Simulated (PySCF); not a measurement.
Below is a simulated gas-phase C 1s photoelectron spectrum of `CNp1cccc1`.

Every computed line was given a Gaussian of 0.5 eV full width at half maximum and an area set by the number of equivalent atoms; the highest printed point is 100. The calculation used delta-SCF UKS SCAN, pcX-2 on the ionised atom, pcseg-1 elsewhere, spin-free X2C (PySCF).

(binding energy (eV), intensity): (288.9, 0), (289.0, 1), (289.1, 5), (289.2, 13), (289.3, 30), (289.4, 54), (289.5, 80), (289.6, 97), (289.7, 100), (289.8, 95), (289.9, 94), (290.0, 98), (290.1, 100), (290.2, 89), (290.3, 66), (290.4, 39), (290.5, 19), (290.6, 7), (290.7, 2), (290.8, 1), (290.9, 0), (291.0, 1), (291.1, 2), (291.2, 6), (291.3, 13), (291.4, 25), (291.5, 38), (291.6, 46), (291.7, 44), (291.8, 34), (291.9, 21), (292.0, 11), (292.1, 4), (292.2, 1), (292.3, 0)

Count the maxima, the lines and the sites behind this envelope.

The curve has 3 maxima (at 289.7, 290.1 and 291.6 eV). Under it lie 3 lines from 3 inequivalent carbon sites.

Decompose the envelope and assign each component. Numbering: `[CH3:1][NH:2][p:3]1[cH:4][cH:5][cH:6][cH:7]1`.

| position (eV) | relative area | line | atoms | environment |
| --- | --- | --- | --- | --- |
| 289.62 | 2 | C 1s | C4/C7 | unsaturated ring CH carbon |
| 290.12 | 2 | C 1s | C5/C6 | unsaturated ring CH carbon |
| 291.64 | 1 | C 1s | C1 | N-methyl carbon |

Lowest listed C 1s: C4/C7, bonded to C (aromatic in the SMILES), H and P (aromatic in the SMILES). Highest, 2.02 eV above it: C1, bonded to N and 3 H. The widest gap between neighbouring values is 1.52 eV, between 290.12 and 291.64 eV.

The curve has no shake-up lines and no vibrational structure. Topologically equivalent atoms share the value of their first member; where this conformer doesn't relate them by symmetry, their own values could differ. The structure is a single PBE0-D3(BJ)/def2-SVP conformer in the gas phase; no vibrational or solvent corrections.

Shape of the structure used: `[CH3:1][NH:2][p:3]1[cH:4][cH:5][cH:6][cH:7]1`: C1–N2–P3–C4 -153°.
